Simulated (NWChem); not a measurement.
System: C4H5N; SMILES C1=CCN=C1

Here is an NWChem input.

```
start job
memory heap 200 mb stack 900 mb global 1100 mb
geometry units angstroms noautosym nocenter noautoz
  C      0.728403     0.975594     0.000000
  C     -0.618986     1.015042     0.000000
  C     -1.092412    -0.400449     0.000000
  N      0.080098    -1.241413     0.000000
  C      1.089527    -0.445293     0.000000
  H      1.422761     1.816572     0.000000
  H     -1.259079     1.898504     0.000000
  H     -1.721636    -0.637487     0.878413
  H     -1.721636    -0.637487    -0.878413
  H      2.116540    -0.829793     0.000000
end
basis spherical
  * library 6-31g*
end
dft
  xc xcamb88 1.00 lyp 0.81 vwn_5 0.19 hfexch 1.00
  cam 0.33 cam_alpha 0.19 cam_beta 0.46
  iterations 150
end
property
  efieldgrad
end
task dft property
```

Output (shortened):

```
             Northwest Computational Chemistry Package (NWChem) 7.3.0
             --------------------------------------------------------

                             Geometry "geometry" -> ""
                             -------------------------

 Output coordinates in angstroms (scale by  1.889725989 to convert to a.u.)

  No.       Tag          Charge          X              Y              Z
 ---- ---------------- ---------- -------------- -------------- --------------
    1 C                    6.0000     0.72840300     0.97559400     0.00000000
    2 C                    6.0000    -0.61898600     1.01504200     0.00000000
    3 C                    6.0000    -1.09241200    -0.40044900     0.00000000
    4 N                    7.0000     0.08009800    -1.24141300     0.00000000
    5 C                    6.0000     1.08952700    -0.44529300     0.00000000
    6 H                    1.0000     1.42276100     1.81657200     0.00000000
    7 H                    1.0000    -1.25907900     1.89850400     0.00000000
    8 H                    1.0000    -1.72163600    -0.63748700     0.87841300
    9 H                    1.0000    -1.72163600    -0.63748700    -0.87841300
   10 H                    1.0000     2.11654000    -0.82979300     0.00000000

 Effective nuclear repulsion energy (a.u.)     158.9202487350

                              NWChem Property Module
                              ----------------------

  itol2e modified to match energy
  convergence criterion.

                                 NWChem DFT Module
                                 -----------------

 Summary of "ao basis" -> "ao basis" (spherical)
 ------------------------------------------------------------------------------
       Tag                 Description            Shells   Functions and Types
 ---------------- ------------------------------  ------  ---------------------
 C                           6-31g*                  6       14   3s2p1d
 N                           6-31g*                  6       14   3s2p1d
 H                           6-31g*                  2        2   2s

  itol2e modified to match energy
  convergence criterion.

[...]

          -----------------------
          Electric field gradient
          -----------------------

 1 a.u. = 0.324123 10**(16) esu/cm**3  ( or statvolts/cm**2 ) = 0.97174 10**(22) v/m**2

 ------------------------------------------------------------
   Atom      X         Y         Z
 ------------------------------------------------------------
    1 C    1.37648   1.84361   0.00000
 ------------------------------------------------------------

 Electric field gradient in molecular frame (a.u.)
         XX             YY             ZZ             XY             XZ             YZ
 ------------------------------------------------------------------------------------------
        0.154498       0.073470      -0.227968       0.001284       0.000000       0.000000

 Principal components (a.u.) and orientation
 of principal axis w.r.t. absolute frame                      Asymmetry parameter eta
 --------------------------------------------------------------------------------------
       -0.227968       0.154518       0.073450                       0.355612

       -0.000000       0.999875      -0.015835
       -0.000000       0.015835       0.999875
        1.000000       0.000000       0.000000

 ------------------------------------------------------------
   Atom      X         Y         Z
 ------------------------------------------------------------
    2 C   -1.16971   1.91815   0.00000
 ------------------------------------------------------------

 Electric field gradient in molecular frame (a.u.)
         XX             YY             ZZ             XY             XZ             YZ
 ------------------------------------------------------------------------------------------
        0.193205       0.103602      -0.296807       0.006575       0.000000      -0.000000

 Principal components (a.u.) and orientation
 of principal axis w.r.t. absolute frame                      Asymmetry parameter eta
 --------------------------------------------------------------------------------------
       -0.296807       0.193685       0.103122                       0.305125

       -0.000000       0.997347      -0.072792
        0.000000       0.072792       0.997347
        1.000000       0.000000      -0.000000

 ------------------------------------------------------------
   Atom      X         Y         Z
 ------------------------------------------------------------
    3 C   -2.06436  -0.75674   0.00000
 ------------------------------------------------------------

 Electric field gradient in molecular frame (a.u.)
         XX             YY             ZZ             XY             XZ             YZ
 ------------------------------------------------------------------------------------------
       -0.009709      -0.046406       0.056115       0.097361       0.000000       0.000000

 Principal components (a.u.) and orientation
 of principal axis w.r.t. absolute frame                      Asymmetry parameter eta
 --------------------------------------------------------------------------------------
       -0.127133       0.071018       0.056115                       0.117220

       -0.638278       0.769806      -0.000000
        0.769806       0.638278      -0.000000
        0.000000       0.000000       1.000000

 ------------------------------------------------------------
   Atom      X         Y         Z
 ------------------------------------------------------------
    4 N    0.15136  -2.34593   0.00000
 ------------------------------------------------------------

[...]
```

Level: CAM-B3LYP/6-31G* (spherical d). Geometry: optimised at PBE0/def2-SVP. NWChem prints the field gradient with the sign opposite to the second derivative of the potential.
